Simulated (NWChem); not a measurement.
All runs are NWChem calculations. System: C$_{3}$H$_{4}$FNSi, charge 0, spin multiplicity 1, at a geometry optimised with PBE0/def2-SVP. The structure started from a generated list of species. Level: MP2/def2-SVP, 10 core orbitals frozen.

NWChem printed:

```
             Northwest Computational Chemistry Package (NWChem) 7.3.0
             --------------------------------------------------------

                                NWChem Input Module
                                -------------------

 Scaling coordinates for geometry "geometry" by  1.889725989
 (inverse scale =  0.529177249)

 Turning off AUTOSYM since
 SYMMETRY directive was detected!

                             Geometry "geometry" -> ""
                             -------------------------

 Output coordinates in angstroms (scale by  1.889725989 to convert to a.u.)

  No.       Tag          Charge          X              Y              Z
 ---- ---------------- ---------- -------------- -------------- --------------
    1 F                    9.0000     0.92497400    -2.03843200     0.00000000
    2 C                    6.0000     0.25024000    -0.90179300     0.00000000
    3 C                    6.0000    -1.09320300    -0.81765500     0.00000000
    4 C                    6.0000    -1.56153800     0.59152100     0.00000000
    5 N                    7.0000    -0.74175600     1.57891300     0.00000000
    6 Si                  14.0000     0.88631500     0.89098500     0.00000000
    7 H                    1.0000    -1.77683700    -1.67109800     0.00000000
    8 H                    1.0000    -2.65105300     0.77587600     0.00000000
    9 H                    1.0000     1.65701100     1.24124200    -1.22451400
   10 H                    1.0000     1.65701100     1.24124200     1.22451400

 Effective nuclear repulsion energy (a.u.)     273.1904325330

            Nuclear Dipole moment (a.u.)
            ----------------------------
        X                 Y               Z
 ---------------- ---------------- ----------------
     0.0000188973    -0.0000132281     0.0000000000

      Symmetry information
      --------------------

 Group name             Cs
 Group number              2
 Group order               2
 No. of unique centers     9

      Symmetry unique atoms

     1    2    3    4    5    6    7    8    9


 Summary of "ao basis" -> "" (spherical)
 ------------------------------------------------------------------------------
       Tag                 Description            Shells   Functions and Types
 ---------------- ------------------------------  ------  ---------------------
 *                          def2-svp                  on all atoms

 Summary of "ao basis" -> "ao basis" (spherical)
 ------------------------------------------------------------------------------
       Tag                 Description            Shells   Functions and Types
 ---------------- ------------------------------  ------  ---------------------
 F                          def2-svp                 6       14   3s2p1d
 C                          def2-svp                 6       14   3s2p1d
 N                          def2-svp                 6       14   3s2p1d
 Si                         def2-svp                 8       18   4s3p1d
 H                          def2-svp                 3        5   2s1p

                                 NWChem SCF Module
                                 -----------------

  ao basis        = "ao basis"
  functions       =   108
  atoms           =    10
  closed shells   =    26
  open shells     =     0
  charge          =   0.00
  wavefunction    = RHF
  use symmetry    = T
  symmetry adapt  = T

 Summary of "ao basis" -> "ao basis" (spherical)
 ------------------------------------------------------------------------------
       Tag                 Description            Shells   Functions and Types
 ---------------- ------------------------------  ------  ---------------------
 F                          def2-svp                 6       14   3s2p1d
 C                          def2-svp                 6       14   3s2p1d
 N                          def2-svp                 6       14   3s2p1d
 Si                         def2-svp                 8       18   4s3p1d
 H                          def2-svp                 3        5   2s1p

      Symmetry analysis of basis
      --------------------------

        a'         76
        a"         32

 Forming initial guess at       0.1s
[...]
    58     -0.160581   5 N  s

 Vector   26  Occ=2.000000D+00  E=-3.696179D-01  Symmetry=a"
              MO Center= -5.2D-01, -1.9D-01,  6.1D-16, r^2= 2.7D+00
   Bfn.  Coefficient  Atom+Function         Bfn.  Coefficient  Atom+Function
  ----- ------------  ---------------      ----- ------------  ---------------
    34      0.332697   3 C  pz               20      0.323459   2 C  pz
    37      0.294014   3 C  pz               62      0.294472   5 N  pz
    65     -0.259173   5 N  pz               23      0.229792   2 C  pz
     6      0.180732   1 F  pz                9     -0.168071   1 F  pz

 Vector   27  Occ=0.000000D+00  E= 6.729137D-02  Symmetry=a"
              MO Center= -3.9D-01,  1.4D-01,  6.3D-14, r^2= 3.6D+00
   Bfn.  Coefficient  Atom+Function         Bfn.  Coefficient  Atom+Function
  ----- ------------  ---------------      ----- ------------  ---------------
    83      0.511302   6 Si pz              100      0.414772   9 H  s
   105     -0.414772  10 H  s                23      0.392633   2 C  pz
    51     -0.362163   4 C  pz               37     -0.317834   3 C  pz
    20      0.307816   2 C  pz               65      0.273267   5 N  pz
    48     -0.269072   4 C  pz               62     -0.212286   5 N  pz

 Vector   28  Occ=0.000000D+00  E= 1.493985D-01  Symmetry=a'
              MO Center=  1.2D+00,  6.6D-01, -9.9D-15, r^2= 4.0D+00
   Bfn.  Coefficient  Atom+Function         Bfn.  Coefficient  Atom+Function
  ----- ------------  ---------------      ----- ------------  ---------------
    82      1.160617   6 Si py               17      0.841393   2 C  s
    81     -0.734560   6 Si px               59     -0.700813   5 N  s
    74     -0.666350   6 Si s                22      0.504055   2 C  py
    31     -0.398252   3 C  s                90      0.335162   7 H  s
   100      0.287735   9 H  s               105      0.287735  10 H  s

 Vector   29  Occ=0.000000D+00  E= 1.798599D-01  Symmetry=a'
              MO Center=  1.1D+00,  1.1D+00, -1.0D-15, r^2= 4.0D+00
   Bfn.  Coefficient  Atom+Function         Bfn.  Coefficient  Atom+Function
  ----- ------------  ---------------      ----- ------------  ---------------
    81      1.677389   6 Si px               17      1.242574   2 C  s
    82      1.197090   6 Si py              100     -0.889268   9 H  s
   105     -0.889268  10 H  s                22      0.705351   2 C  py
    45      0.521786   4 C  s                59      0.503075   5 N  s
    31     -0.485478   3 C  s                74     -0.464092   6 Si s

 center of mass
 --------------
 x =   0.03752788 y =  -0.06783154 z =   0.00000000

 moments of inertia (a.u.)
 ------------------
         598.010650013808         100.192529936240           0.000000000000
         100.192529936240         389.501850883369           0.000000000000
           0.000000000000           0.000000000000         965.926593991013

  Mulliken analysis of the total density
  --------------------------------------

    Atom       Charge   Shell Charges
 -----------   ------   -------------------------------------------------------
    1 F    9     9.31   1.99  1.13  0.80  3.34  2.04  0.01
    2 C    6     5.91   1.99  0.90  0.30  1.90  0.74  0.08
    3 C    6     6.18   1.99  0.88  0.32  2.04  0.91  0.04
    4 C    6     5.83   1.99  0.91  0.22  1.93  0.71  0.08
    5 N    7     7.53   1.99  1.01  0.63  2.30  1.57  0.03
    6 Si  14    13.13   2.00  1.99  0.94  0.09  5.94  1.22  0.65  0.31
    7 H    1     0.93   0.74  0.16  0.03
    8 H    1     0.94   0.76  0.16  0.02
    9 H    1     1.13   0.74  0.37  0.01
   10 H    1     1.13   0.74  0.37  0.01

       Multipole analysis of the density wrt the origin
       ------------------------------------------------

     L   x y z        total         open         nuclear
     -   - - -        -----         ----         -------
     0   0 0 0     -0.000000      0.000000     52.000000

     1   1 0 0     -0.178561      0.000000      0.000019
     1   0 1 0     -0.362164      0.000000     -0.000013
     1   0 0 1     -0.000000      0.000000      0.000000

     2   2 0 0    -28.026540      0.000000    215.701752
     2   1 1 0      3.711386      0.000000    -37.920995
     2   1 0 1     -0.000000      0.000000      0.000000
     2   0 2 0    -36.779757      0.000000    297.925356
     2   0 1 1     -0.000000      0.000000      0.000000
     2   0 0 2    -32.051927      0.000000     10.709154

                   NWChem MP2 Semi-direct Energy/Gradient Module
                   ---------------------------------------------

  Basis functions       =    108
  Molecular orbitals    =    108
  Frozen core           =     10
  Frozen virtuals       =      0
  Active alpha occupied =     16
  Active beta occupied  =     16
  Active alpha virtual  =     82
  Active beta virtual   =     82
  Use MO symmetry       = T
  Use skeleton AO sym   = T

  AO/Fock/Back tols     =   1.0D-09  1.0D-09  1.0D-09

 GA uses MA = F    GA memory limited = T

 Available:
  local mem=  1.15D+08
 global mem=  1.31D+08
 local disk=  0.00D+00
  mp2_memr nvloc                    82
  nvloc new                    82
   1 passes of  16:        3145728                      57250                  25112019.
   1 passes of  16: M    114683782           G      131048672           F     111538054.

 Semi-direct pass number   1 of   1  for RHF alpha+beta  at        4.6s
  vrange nnbf                  5625
  mp2_eaftype                    95  avail_ma_in_mb                   999
 EAF : mp2_eaftype filesize          95   12556010.
  mp2_eaf for mointskh                     95
Node 0 wrote     59.0 Mb in      0.0 s     Agg I/O rate:  1798.0 Mb/s
 Done moints_semi at       10.0s
  mp2_eaftype                    95  avail_ma_in_mb                   904
 EAF : mp2_eaftype filesize          95   12556010.
  mp2_eaf for kh                    95
 Done maket at       10.4s
 Done multipass loop at       10.4s

          -------------------------------------------
          SCF energy                -558.412723648633
          Correlation energy          -0.815451517787
          Singlet pairs               -0.503390997671
          Triplet pairs               -0.312060520115
          Total MP2 energy          -559.228175166419
          -------------------------------------------

          ---------------------------------------------------
                    Spin Component Scaled (SCS) MP2
          Same spin pairs                     -0.208040346744
          Same spin scaling factor             0.333333333333
          Opposite spin pairs                 -0.607411171043
          Opposite spin scaling fact.          1.200000000000
          SCS-MP2 correlation energy          -0.798240187499
          Total SCS-MP2 energy              -559.210963836132
          ---------------------------------------------------

 -----------------------
 Performance information
 -----------------------

 Timer overhead =  2.66D-07 seconds/call

               Nr. of calls         CPU time (s)                 Wall time (s)                GFlops
             ---------------    -------------------     ------------------------------   -------------------
Name         Min   Avg   Max    Min     Avg     Max     Min     Avg     Max   Mx/calls   Min     Max     Sum
mp2: moin     1     1     1    5.4     5.4     5.4      5.4     5.4     5.4     5.4      0.0     0.0     0.0
mp2: make     1     1     1   0.48    0.48    0.48     0.48    0.48    0.48    0.48      0.0     0.0     0.0
mp2: tota     1     1     1    5.9     5.9     5.9      5.9     5.9     5.9     5.9      0.0     0.0     0.0

 The average no. of pstat calls per process was 3.00D+00
 with a timing overhead of 7.98D-07s

 Task  times  cpu:       10.4s     wall:       10.4s

 Total times  cpu:       10.4s     wall:       10.4s
```

Question: Write an NWChem input that would produce this output.

Answer: Several could match; the one computed here: 
```
start mol
memory heap 200 mb stack 800 mb global 1000 mb
geometry units angstroms nocenter noautoz
  F      0.924974    -2.038432     0.000000
  C      0.250240    -0.901793     0.000000
  C     -1.093203    -0.817655     0.000000
  C     -1.561538     0.591521     0.000000
  N     -0.741756     1.578913     0.000000
  Si     0.886315     0.890985     0.000000
  H     -1.776837    -1.671098     0.000000
  H     -2.651053     0.775876     0.000000
  H      1.657011     1.241242    -1.224514
  H      1.657011     1.241242     1.224514
  symmetry group Cs
end
basis spherical
  * library def2-svp
end
scf
  rhf
  nopen 0
  maxiter 100
  thresh 1e-7
  semidirect memsize 60000000 filesize 0
end
mp2
  freeze core 10
end
task mp2 energy
```
